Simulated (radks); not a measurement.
Spherical jellium clusters: N electrons in a uniform positive sphere of charge N and radius rs N^(1/3), rs = 4.34 bohr. Calculated with a radial shooting solver with Libxc functionals: non-relativistic Kohn-Sham, LDA (Slater exchange, Perdew-Wang correlation), spin-polarised, spherical densities. Levels are named by radial order and angular momentum (1s, 1p, 1d, 2s, ...), and open shells are averaged over m.

N = 9, configuration 1s2 1p6 1d(up 1, down 0). This is the lowest configuration that the search found. Occupied and some empty levels:

| level | occupation | eigenvalue (eV) | <r> (bohr) |
|---|---|---|---|
| 1s up | 1 | -4.2556 | 5.982 |
| 1s down | 1 | -4.1660 | 5.910 |
| 1p up | 3 | -3.2706 | 7.155 |
| 1p down | 3 | -3.1567 | 7.136 |
| 1d up | 1 | -2.0559 | 8.210 |
| 1d down | 0 | -1.9364 | 8.239 |
| 2s up | 0 | -1.5684 | 7.875 |
| 2s down | 0 | -1.5073 | 7.944 |
| 1f up | 0 | -0.74337 | 9.541 |
| 1f down | 0 | -0.63585 | 9.665 |
| 2p up | 0 | -0.53897 | 11.27 |
| 2p down | 0 | -0.48906 | 11.50 |

Energy (eV): total -16.0075, kinetic 13.282, external -287.63, Hartree 141.66, exchange-correlation -29.810, background 146.49.
